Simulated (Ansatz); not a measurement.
A structure relaxed at PBE-D4/def2-SVP in Ansatz, charge 0, singlet:

```xyz
34

F     1.2391   -2.1742    2.9906
B     2.3746   -1.9704    3.8933
F     3.5466   -2.1806    3.1278
F     2.3305   -0.6119    4.2941
F     2.2759   -2.8393    4.9526
O    -1.9492   -0.9019   -0.0537
C    -1.5335    0.1776   -0.4658
C    -0.1470    0.6509   -0.0282
S     0.4644   -0.4693    1.3003
C     2.1917    0.1788    1.4065
C     2.9907   -0.5643    0.3343
C     2.4620   -2.0037    0.2862
C     0.9313   -1.9603    0.2994
C    -2.3246    1.0442   -1.3812
C    -3.6124    0.5996   -1.7560
C    -4.4008    1.3713   -2.6139
C    -3.9113    2.5933   -3.1090
C    -2.6314    3.0421   -2.7444
C    -1.8397    2.2726   -1.8826
H    -0.1845    1.6670    0.4152
H     0.5658    0.6769   -0.8788
H     2.1417    1.2772    1.2765
H     2.5002   -0.0524    2.4482
H     2.8914   -0.0599   -0.6525
H     4.0641   -0.5489    0.6102
H     2.8173   -2.5326    1.1906
H     2.8135   -2.5445   -0.6158
H     0.4620   -1.8259   -0.6936
H     0.4647   -2.8110    0.8257
H    -3.9667   -0.3604   -1.3526
H    -5.4042    1.0230   -2.9010
H    -4.5327    3.2013   -3.7840
H    -2.2502    3.9982   -3.1331
H    -0.8395    2.6376   -1.6053
```

Q: Give its formula, name or SMILES.

A: phenacyltetrahydrothiophenium tetrafluoroborate (C₁₂H₁₅BF₄OS).

Q: Summarise the bond lengths by kind (pairs closer than 1.2 times the sum of covalent radii, bridged metal pairs left out).

A: 11 × C–C 1.40 to 1.53 Å; 4 × B–F 1.37 to 1.46 Å; 3 × C–S 1.84 to 1.86 Å; 1 × C–O 1.23 Å; 15 × C–H 1.10 to 1.11 Å.
